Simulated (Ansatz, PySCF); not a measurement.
The pair A = GaH3 (SMILES [GaH3]) (first 4 atoms), B = H2O (SMILES O); geometry from B3LYP-D3(BJ)/def2-TZVP.
(charge 0, multiplicity 1):
```xyz
7

Ga     0.397    -0.376     0.685
H      1.883    -0.098     1.123
H     -0.229    -1.811     0.853
H     -0.287     0.626    -0.330
O     -0.543     0.482     2.512
H     -1.505     0.410     2.473
H     -0.338     1.421     2.602
```

Rows in 6-31G* carry no dispersion term and start afresh at each structure (6-31G* with six Cartesian d functions); the Pople sets are all-electron and without relativity. MP2/6-31G* freezes PySCF's default core, which leaves 3d correlated.

The values were computed with Ansatz (a first-principles code); PySCF for 6-31G* rows. 

Total energies (hartree), monomers frozen at their geometry in the pair:

| structure | HF/6-31G* | HF/aug-cc-pVDZ | MP2/6-31G* |
|---|---|---|---|
| AB | -2000.7071277 | -2000.9866309 | -2001.1463838 |
| A in the pair's basis | -1924.6717056 | -1924.9266706 | -1924.9187668 |
| B in the pair's basis | -76.0137234 | -76.0411697 | -76.2035962 |
| A | -1924.6714809 | -1924.9263084 | -1924.9175428 |
| B | -76.0099958 | -76.0408060 | -76.1966355 |

**Question.** Work out the interaction energy without and with the counterpoise correction, and the superposition error, for each level.

**Answer.** 
E(AB) − E(A) − E(B), times 627.509 kcal/mol, with the monomers in their own basis and then in the pair's basis:
- HF/6-31G*: -16.10 uncorrected, -13.62 corrected; the monomers gain 2.48 kcal/mol from borrowed functions
- HF/aug-cc-pVDZ: -12.25 uncorrected, -11.79 corrected; the monomers gain 0.46 kcal/mol from borrowed functions
- MP2/6-31G*: -20.21 uncorrected, -15.07 corrected; the monomers gain 5.14 kcal/mol from borrowed functions
